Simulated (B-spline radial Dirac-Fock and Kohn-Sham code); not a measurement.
**Two-hole binding energies of Ba³⁺**

System: the Ba³⁺ ion in the configuration [Kr] 4d10 5s2 5p5.

The run's input, task.json:

```json
{"items": [{
  "Z": 56,
  "q": 3,
  "cfg": [[1, 0, 2], [2, 0, 2], [2, 1, 6], [3, 0, 2], [3, 1, 6], [3, 2, 10], [4, 0, 2], [4, 1, 6], [4, 2, 10], [5, 0, 2], [5, 1, 5]],
  "A": 138,
  "rrms": 4.8378,
  "do": ["binding", "quiet", "double"]
}]}
```

Run with: `python xray_run.py task.json out`

Calculated with a radial B-spline solver, using Dirac-Fock (average of configuration) total-energy differences with a finite nucleus, the Breit interaction including its frequency dependence, and self-energy and vacuum-polarisation corrections. U is the two-hole binding energy less the two single-hole energies, the effective repulsion of the holes after relaxation. Each two-hole energy is an average over J within one jj subconfiguration.

```tsv
holes	E(a) (eV)	E(b) (eV)	E(ab) (eV)	U (eV)
1s⁻¹ 2p1/2⁻¹	37474.8	5660.8	43406.2	270.7
1s⁻¹ 2p3/2⁻¹	37474.8	5283.9	43002.1	243.5
2p1/2⁻²	5660.8	5660.8	11516.2	194.6
2p1/2⁻¹ 2p3/2⁻¹	5660.8	5283.9	11118.0	173.3
2s⁻¹ 3p1/2⁻¹	6031.3	1176.2	7277.0	69.4
2s⁻¹ 3p3/2⁻¹	6031.3	1101.9	7200.0	66.8
2s⁻¹ 3d3/2⁻¹	6031.3	832.3	6936.7	73.1
2p3/2⁻¹ 3s⁻¹	5283.9	1331.5	?	?
2p3/2⁻¹ 3d3/2⁻¹	5283.9	832.3	6190.6	74.4
2p3/2⁻¹ 3d5/2⁻¹	5283.9	817.0	6172.1	71.2
3p1/2⁻²	1176.2	1176.2	2409.3	56.9
3p3/2⁻²	1101.9	1101.9	2255.5	51.8
3d3/2⁻¹ 3d5/2⁻¹	832.3	817.0	1707.9	58.6
3d5/2⁻²	817.0	817.0	1691.6	57.7
```

Q: Give the missing two-hole energy and U.

A: E(ab) = 6682.3 eV and U = 66.9 eV.

Run: 37 s of CPU time on 1 thread of Intel(R) Xeon(R) 6975P-C (shared host), peak memory 0.49 GiB.
